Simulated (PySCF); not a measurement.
F2Y, neutral, multiplicity 2. Atoms are numbered in the order given.

```xyz
3

Y      0.0000     0.0000     0.3318
F      0.0000    -1.6606    -0.7190
F      0.0000     1.6606    -0.7190
```
Charge 0, spin multiplicity 2.

Geometry: PBE0-D3(BJ)/def2-TZVP. The multiplicity is an assumed one; other spin states were not compared. The isomer is the one that the SMILES or the coordinates give; other isomers of the formula were not compared. The def2 effective core potentials stand for the cores of Y; spin–orbit coupling is left out.

The numbers are results of ωB97X/def2-TZVPD in PySCF, not measurements.

Mulliken values depend strongly on the basis, most of all with diffuse functions as here. ESP charges are fitted to the potential on shells at 1.4 to 2.0 van der Waals radii. Atomic charges (e):

```tsv
atom	ESP fit	Mulliken	Mulliken spin
Y1	0.65	1.26	0.96
F2	-0.32	-0.63	0.02
F3	-0.32	-0.63	0.02
```
